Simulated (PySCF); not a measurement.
C2H6S, charge +1, doublet, geometry from GFN2-xTB (a state made from the parent by changing its charge; the spin is typed, not shown lowest). Base run: BLYP/def2-SV(P) in PySCF.

Geometry (Å):
```xyz
9

C      1.2809     0.2117     0.6834
S      0.0150     0.2832    -0.5666
C     -1.3039    -0.6463     0.1860
H      1.5423    -0.8237     0.9048
H      2.1577     0.7407     0.3169
H      0.9323     0.6789     1.6054
H     -0.9849    -1.6713     0.3798
H     -2.1530    -0.6523    -0.4936
H     -1.5963    -0.1963     1.1354
```
Charge +1, spin multiplicity 2.
Orbitals are unrestricted.
All else is at PySCF's defaults.

Variants of this job, named by their change:

| change | E (Eh) | HOMO (eV) | <S^2> | core-seconds (rough) |
|---|---|---|---|---|
| base | -477.43814 | -13.28 | 0.752 | 8 |
| functional = bhandhlyp | -477.43724 | -16.30 | 0.755 | 8 |
| functional = b3lyp | -477.51366 | -14.65 | 0.753 | 7 |
| functional = x3lyp | -477.41958 | -14.70 | 0.753 | 7 |
| functional = b97m_v | -477.38150 | -13.85 | 0.754 | 200 |
| functional = o3lyp | -477.46385 | -14.17 | 0.753 | 8 |
| functional = pbe0; dispersion = d3bjm | -477.26222 | -15.00 | 0.754 | 9 |
| functional = b3lyp; dispersion = d3bj | -477.52368 | -14.65 | 0.753 | 7 |
| functional = pw6b95 | -477.91320 | -15.00 | 0.753 | 10 |
| functional = tpss | -477.53967 | -13.74 | 0.754 | 10 |
| functional = m06 | -477.40432 | -14.65 | 0.753 | 10 |
| functional = camb3lyp | -477.44821 | -16.33 | 0.754 | 10 |
| functional = wb97x | -477.46730 | -17.41 | 0.754 | 10 |

Absolute energies of different levels of theory aren't comparable as measures of quality.

Open shells are given as the SCF converged; they aren't shown to be the lowest states, and a large step between rows can be another state.
